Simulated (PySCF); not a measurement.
Input file for PySCF: R-BP86/6-31G* on GeH4S (SMILES [SH][GeH3]), a point of a torsion scan.

```python
from pyscf import gto, scf, dft, mp
from pyscf.data.elements import chemcore

mol = gto.M(
    atom='''
    S     1.49540031   -0.83093699   -0.12874031
    Ge   -0.54353982   -0.02116861    0.01264476
    H     2.08427905    0.34714690    0.02147018
    H    -0.51670654    1.44884177   -0.27862173
    H    -1.10877007   -0.22702394    1.38826300
    H    -1.41157511   -0.72423285   -0.98167656
    ''',
    basis='6-31g*',
    cart=True,
    charge=0, spin=0, verbose=3, max_memory=1800)
mf = dft.RKS(mol, xc='b88,p86')
mf.conv_tol = 1e-8
mf.max_cycle = 100
mf.kernel()
if not mf.converged:
    mf = mf.newton().run(mf.mo_coeff, mf.mo_occ)
```

Question: Predict the final total energy.

Answer: -2477.6140 hartree.
